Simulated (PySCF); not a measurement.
Molecule: 4-amino-1-fluorobenzene (c1c(N)ccc(F)c1, C6H6FN).

Structure with atom numbers: `[NH2:1][c:2]1[cH:3][cH:4][c:5]([F:6])[cH:7][cH:8]1`; H(Xn) means a hydrogen on atom n.

Geometry PBE0-D3(BJ)/def2-SVP throughout; GIAO in PySCF 2.14, gas phase, one conformer, non-relativistic; equivalent atoms averaged; functional PBE0.

Q: How do the absolute shieldings σ depend on the basis set? (ppm; last column core-seconds on shared hosts with different chips, so compare them loosely)

A: 
| basis set | functions | N1 | C5 | C2 | C4/C7 | C3/C8 | F6 | H(C4)/H(C7) | H(C3)/H(C8) | H(N1) | core-s |
| --- | --- | --- | --- | --- | --- | --- | --- | --- | --- | --- | --- |
| STO-3G | 46 | 258.3 | 111.8 | 121.7 | 131.6 | 134.2 | 331.6 | 26.12 | 26.67 | 29.88 | 4.8 |
| pcSseg-0 | 84 | 194.0 | 23.1 | 43.1 | 65.1 | 71.0 | 306.8 | 26.05 | 26.43 | 30.46 | 4.3 |
| 6-31G | 84 | 203.3 | 48.8 | 64.3 | 84.9 | 89.4 | 315.7 | 25.89 | 26.27 | 30.21 | 11 |
| 6-31G* | 124 | 202.9 | 46.6 | 60.9 | 82.8 | 86.6 | 321.8 | 25.39 | 25.77 | 29.60 | 17 |
| cc-pVDZ | 142 | 205.9 | 43.0 | 56.1 | 80.6 | 84.5 | 319.4 | 24.64 | 25.05 | 28.76 | 9.6 |
| def2-SVP | 142 | 204.1 | 40.3 | 55.0 | 79.0 | 83.0 | 324.2 | 24.69 | 25.11 | 28.83 | 8.6 |
| pcSseg-1 | 166 | 192.6 | 22.4 | 37.0 | 62.9 | 67.1 | 307.6 | 24.34 | 24.78 | 28.34 | 17 |
| aug-cc-pVDZ | 238 | 205.5 | 41.9 | 54.2 | 79.8 | 83.5 | 322.6 | 24.40 | 24.79 | 28.23 | 20 |
| 6-311+G(2d,p) | 252 | 193.9 | 26.2 | 40.4 | 66.8 | 70.5 | 311.3 | 24.55 | 24.93 | 28.57 | 53 |
| def2-TZVP | 284 | 196.2 | 24.1 | 38.1 | 65.8 | 69.5 | 311.0 | 24.54 | 24.91 | 28.58 | 26 |
| cc-pVTZ | 324 | 195.7 | 26.1 | 40.1 | 67.2 | 70.9 | 310.6 | 24.38 | 24.76 | 28.28 | 32 |

Q: Which nucleus moves most, in ppm?

A: C5 (aromatic carbon bearing fluorine): from 22.4 ppm with pcSseg-1 to 111.8 ppm with STO-3G. The smallest spread is 1.77 ppm, at H(C4)/H(C7). Proton shifts span only some 12 ppm, so a few tenths of a ppm matter as much there as several ppm in carbon.

Q: Taking the largest basis, cc-pVTZ (324 functions), as the yardstick, rank the others by their worst heavy-atom deviation.

A: 6-311+G(2d,p) 1.8 ppm (252 functions), def2-TZVP 2.0 ppm (284 functions), pcSseg-0 3.8 ppm (84 functions), pcSseg-1 4.3 ppm (166 functions), def2-SVP 14.9 ppm (142 functions), aug-cc-pVDZ 15.8 ppm (238 functions), cc-pVDZ 16.9 ppm (142 functions), 6-31G* 20.7 ppm (124 functions), 6-31G 24.1 ppm (84 functions), STO-3G 85.7 ppm (46 functions).

A small basis that lands close on one nucleus may do so by chance; judge by the trend and by all nuclei.
